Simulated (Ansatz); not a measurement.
`F[Si]([SiH3])(Cl)Cl` + `S[S][GeH3]` → `[SiH3]SS` + `F[Si](Cl)(Cl)[GeH3]` at 600 K and 1 bar (redistribution).

Calculated with Ansatz (gas phase, PBE0-D4/def2-TZVP geometries, no zero-point term in ΔE). CBS: MP2 limit from def2 TZ/QZ plus the TZ coupled-cluster correction, frozen cores. For Ge outer-core shells are correlated without core-valence functions, which leaves a few kJ/mol of doubt a bond. Scalar relativity is left out up to krypton. One conformer a species, not always the lowest.

```
              species  CCSD(T)/CBS energy (Eh)  H − E (kJ/mol)  S (J/(mol·K))
`F[Si]([SiH3])(Cl)Cl`              -1599.47838           146.5          465.0
         `S[S][GeH3]`              -2874.07545           139.4          399.2
           `[SiH3]SS`              -1087.04745           142.1          382.8
`F[Si](Cl)(Cl)[GeH3]`              -3386.51611           144.2          479.4
```

H − E and S are ideal-gas, rigid-rotor, harmonic terms from PBE0-D4/def2-TZVP, for one conformer and one mirror image of each species. 1 Eh = 2625.50 kJ/mol, R = 8.31446 J/(mol·K).

By hand: ΔE, ΔH, ΔS and ΔG.

ΔE = (-1087.04745) + (-3386.51611) − (-1599.47838) − (-2874.07545) = -0.00973 Eh = -25.5 kJ/mol. Δ(H − E) = 142.1 + 144.2 − 146.5 − 139.4 = 0.4, so ΔH = -25.1 kJ/mol. ΔS = 382.8 + 479.4 − 465.0 − 399.2 = -2.0 J/(mol·K). ΔG = -25.1 − 600 × (-2.0)/1000 = -23.9 kJ/mol.

By hand: the equilibrium constant, and the temperature at which ΔG would vanish if ΔH and ΔS stayed fixed.

log₁₀ K = −ΔG/(RT ln 10) = 2.1. ΔG = 0 at ΔH/ΔS = 12550 K, far beyond where these terms or the molecules hold.

The number of gas molecules stays the same, so ΔS is small and ΔH decides. A doubt of 5 kJ/mol in ΔE shifts log₁₀ K by 0.4 here. Other conformers and mirror images would add mixing entropy, several J/(mol·K) or more a flexible species. These are equilibria of isolated gas molecules and say nothing of rates. Largest T1 diagnostic: 0.012 (customary marks: 0.02 for closed shells, 0.045 for open ones).
